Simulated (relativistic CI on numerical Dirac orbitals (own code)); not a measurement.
## Slater and spin-orbit integrals, Dy²⁰⁺

These numbers are calculated, not measured: Dirac-Coulomb-Breit CI, KLI orbitals optimised for each configuration, model QED, unscaled Slater integrals (own radial code, finite nucleus).

Slater integrals F^k, G^k are unscaled and averaged over j, outside the closed core [Ar] 3d10; ζ comes from projecting the Hamiltonian with its Breit term on Σ l·s of the shell.

- 4s2 4p6 4d9 4f: ζ(4d) = 25861, F^2(4d,4f) = 179630, F^4(4d,4f) = 117330, G^1(4d,4f) = 200280, G^3(4d,4f) = 132910, G^5(4d,4f) = 96134, ζ(4f) = 3445.8 cm⁻¹; <r>(4d) = 0.551, <r^2>(4d) = 0.3475, <r>(4f) = 0.5547, <r^2>(4f) = 0.355 (bohr units).
- 4s2 4p5 4d10 4f: ζ(4p) = 224560, F^2(4p,4f) = 185750, G^2(4p,4f) = 159080, G^4(4p,4f) = 113320, ζ(4f) = 3443 cm⁻¹; <r>(4p) = 0.5304, <r^2>(4p) = 0.3184, <r>(4f) = 0.5546, <r^2>(4f) = 0.3549 (bohr units).
- 4s2 4p6 4d9 5s: ζ(4d) = 26297, G^2(4d,5s) = 28121 cm⁻¹; <r>(4d) = 0.5473, <r^2>(4d) = 0.3429, <r>(5s) = 0.9641, <r^2>(5s) = 1.035 (bohr units).

Averages of the first 10 configurations, taken without configuration mixing, which lowers the lowest level and can move excited configurations by several eV; other configurations of the list can lie among them:

| Configuration | Parity | States | Average energy above the lowest level (eV) |
| --- | --- | --- | --- |
| 4s2 4p6 4d10 | even | 1 | 0.1 |
| 4s2 4p6 4d9 4f | odd | 140 | 161.5 |
| 4s2 4p5 4d10 4f | even | 84 | 322.1 |
| 4s2 4p6 4d9 5s | even | 20 | 215.3 |
| 4s 4p6 4d10 4f | odd | 28 | 434.1 |
| 4s2 4p6 4d9 5p | odd | 60 | 256.4 |
| 4s2 4p6 4d9 5d | even | 100 | 314.7 |
| 4s2 4p5 4d10 5s | odd | 12 | 376.9 |
| 4p6 4d10 4f2 | even | 91 | 870.3 |
| 4p6 4d9 4f3 | odd | 3640 | 1031.8 |
